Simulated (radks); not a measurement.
Species: the palladium ion Pd22+. Configuration: [Ar] 3d6. All-electron calculation, scalar-relativistic Kohn-Sham, PBEsol, spin-unpolarised, spherical densities, finite nucleus; Fermi nuclear charge, rms radius 4.5318 fm. Program: a radial shooting solver on a logarithmic mesh with Libxc functionals.

Unscreened Slater integrals over Kohn-Sham orbitals (hartree). Empty in this configuration: 4s.

| integral | value |
|---|---|
| F0(3d,3d) | 2.7827 |
| F2(3d,3d) | 1.4117 |
| F4(3d,3d) | 0.90663 |
| F0(3d,3p) | 2.6198 |
| F2(3d,3p) | 1.2694 |
| G1(3d,3p) | 1.4174 |
| G3(3d,3p) | 0.92667 |
| F0(3d,3s) | 2.5946 |
| G2(3d,3s) | 1.0727 |
| F0(3d,2p) | 3.5873 |
| F2(3d,2p) | 0.99235 |
| G1(3d,2p) | 0.88203 |
| G3(3d,2p) | 0.50646 |
| F0(3d,4s) | 1.5219 |
| G2(3d,4s) | 0.14467 |
| F0(3p,3p) | 2.5222 |
| F2(3p,3p) | 1.2735 |
| F0(3p,3s) | 2.4987 |
| G1(3p,3s) | 1.6383 |
| F0(3p,2p) | 3.3639 |
| F2(3p,2p) | 0.79406 |
| G0(3p,2p) | 0.31316 |
| G2(3p,2p) | 0.33990 |
| F0(3p,4s) | 1.4989 |
| G1(3p,4s) | 0.15087 |
| F0(3s,3s) | 2.4809 |
| F0(3s,2p) | 3.2675 |
| G1(3s,2p) | 0.31121 |
| F0(3s,4s) | 1.4940 |
| G0(3s,4s) | 0.11364 |
| F0(2p,2p) | 7.5864 |
| F2(2p,2p) | 3.5968 |
| F0(2p,4s) | 1.7061 |
| G1(2p,4s) | 0.083564 |
| F0(4s,4s) | 1.2118 |

Derived for the open shells (J is the average intra-shell exchange parameter used in DFT+U). 3d: Racah B = F2/49 - 5 F4/441 = 0.01853 hartree, C = 35 F4/441 = 0.07195 hartree, C/B = 3.88, F4/F2 = 0.642, J = (F2 + F4)/14 = 0.1656 hartree.
